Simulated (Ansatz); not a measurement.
Consider the formal hydrolysis of a Ge–Cl bond: `[Cl][GeH]1[CH2][O]1` + H₂O → `[OH][GeH]1[CH2][O]1` + HCl.

Isolated molecules relaxed with PBE0-D4/def2-TZVP in Ansatz; ΔE leaves out vibrations. CCSD(T)/CBS is the MP2 limit (def2-TZVPP, def2-QZVPP) plus CCSD(T) − MP2 in def2-TZVPP, frozen cores. This one scheme is used for every species. For Ge outer-core shells are correlated without core-valence functions, which leaves a few kJ/mol of doubt a bond. Scalar relativity is left out up to krypton. Each species was taken in one conformer, which may not be the lowest.

```json
{"species": "`[Cl][GeH]1[CH2][O]1`", "MP2/def2-TZVPP energy (Eh)": "-2650.23816"}
{"species": "H₂O", "MP2/def2-TZVPP energy (Eh)": "-76.32349"}
{"species": "`[OH][GeH]1[CH2][O]1`", "MP2/def2-TZVPP energy (Eh)": "-2266.24190"}
{"species": "HCl", "MP2/def2-TZVPP energy (Eh)": "-460.30264"}
```

Work out ΔE.

ΔE = (-2266.24190) + (-460.30264) − (-2650.23816) − (-76.32349) = 0.01711 Eh = +10.7 kcal/mol. CCSD(T)/CBS gives +11.2 kcal/mol.

Largest T1 diagnostic among the species: 0.014.

Leaving LDA and LC-ωPBE aside and taking each functional with its dispersion term where it has one, the values, not all of them listed here, spread over 2.2 kcal/mol, from CAM-B3LYP-D4 to HSE06-D4. LDA lies −0.9 kcal/mol from PBE without D4. At CCSD(T), def2-SVP lies −2.5 kcal/mol from the extrapolated value and def2-TZVPP −1.2 kcal/mol.
